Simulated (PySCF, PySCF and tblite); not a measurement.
One step of a conformer study of C₅H₄O₂S, numbered as in [O:1]=[C:2]([OH:3])[c:4]1[cH:5][cH:6][cH:7][s:8]1: PySCF 2.14.0, density-fitted response routines, GIAO PBE0/pcSseg-1 NMR shielding, non-relativistic, IEF-PCM acetone; conformer with 0°, 180°.

Torsions listed: O1–C2–O3–H3, O3–C2–C4–S8.

Input:

```
{"job": {"xc": "PBE0", "basis": "pcSseg-1", "solvent": "acetone", "kind": "nmr", "pop": false}, "charge": 0, "multiplicity": 1}
O      2.292422     1.621848    -0.033914
C      1.762423     0.561671     0.188922
O      2.440544    -0.523959     0.588921
C      0.325466     0.301804     0.061351
C     -0.373344    -0.862717     0.295494
C     -1.761277    -0.713563     0.060425
C     -2.082538     0.560364    -0.346482
S     -0.714275     1.579497    -0.447151
H      3.369099    -0.252794     0.644605
H      0.113943    -1.780314     0.625240
H     -2.496844    -1.508959     0.185066
H     -3.069740     0.949376    -0.594814
```

Launched as:

```sh
OMP_NUM_THREADS=1 python ens_run.py task.json out
```

Output (atoms count from 0 there):

```
coarse grid: 11712 points
cycle   1  E = -740.8072241621  dE =  1.652e+00  |g| = 9.000e-01  |ddm| = 3.673e+00
cycle   2  E = -740.5488019743  dE =  2.584e-01  |g| = 1.492e+00  |ddm| = 1.890e+00
cycle   3  E = -740.9476451882  dE = -3.988e-01  |g| = 2.117e-01  |ddm| = 1.342e+00
cycle   4  E = -740.9554011094  dE = -7.756e-03  |g| = 6.903e-02  |ddm| = 1.995e-01
cycle   5  E = -740.9562141721  dE = -8.131e-04  |g| = 1.385e-02  |ddm| = 5.340e-02
cycle   6  E = -740.9562535721  dE = -3.940e-05  |g| = 5.310e-03  |ddm| = 1.643e-02
cycle   7  E = -740.9562598064  dE = -6.234e-06  |g| = 1.263e-03  |ddm| = 4.960e-03
final grid: 111696 points
cycle   8  E = -741.0263451270  dE = -1.374e-05  |g| = 1.205e-02  |ddm| = 3.465e-02
cycle   9  E = -741.0262995981  dE =  4.553e-05  |g| = 1.929e-02  |ddm| = 2.571e-02
cycle  10  E = -741.0263737655  dE = -7.417e-05  |g| = 1.925e-03  |ddm| = 1.665e-02
cycle  11  E = -741.0263744368  dE = -6.714e-07  |g| = 2.319e-04  |ddm| = 1.474e-03
cycle  12  E = -741.0263744464  dE = -9.582e-09  |g| = 7.708e-05  |ddm| = 2.443e-04
cycle  13  E = -741.0263744475  dE = -1.103e-09  |g| = 2.519e-05  |ddm| = 8.499e-05
cycle  14  E = -741.0263744477  dE = -1.501e-10  |g| = 5.986e-06  |ddm| = 2.722e-05
converged SCF energy = -741.0263744477

GIAO shielding tensors (ppm)
atom      isotropic    diamagn.    paramagn.     s11        s22        s33       span
  0 O      -45.179     401.730    -446.909   -232.641   -165.916    263.019    495.659
  1 C       18.410     243.678    -225.268    -71.830     49.332     77.728    149.558
  2 O      133.964     392.397    -258.433    -15.912    162.671    255.133    271.045
  3 C       45.201     264.160    -218.958    -16.568     42.312    109.860    126.428
  4 C       43.327     248.691    -205.364    -37.590     15.464    152.108    189.699
  5 C       50.243     253.123    -202.881    -28.971     32.592    147.108    176.079
  6 C       39.098     260.671    -221.574    -54.958     28.677    143.574    198.532
  7 S      262.135    1056.335    -794.200    115.662    253.759    416.984    301.322
  8 H       24.635      27.881      -3.246     20.167     20.374     33.363     13.196
  9 H       23.179      30.627      -7.448     19.788     23.163     26.587      6.799
 10 H       23.761      29.276      -5.515     20.467     24.108     26.709      6.242
 11 H       23.350      29.215      -5.865     20.373     23.455     26.222      5.849
```

It took 19 s on 1 thread of AMD EPYC 7R43 64-Core, shared host (rough), peak memory 0.96 GiB, launched as `OMP_NUM_THREADS=1 python ens_run.py task.json out`.
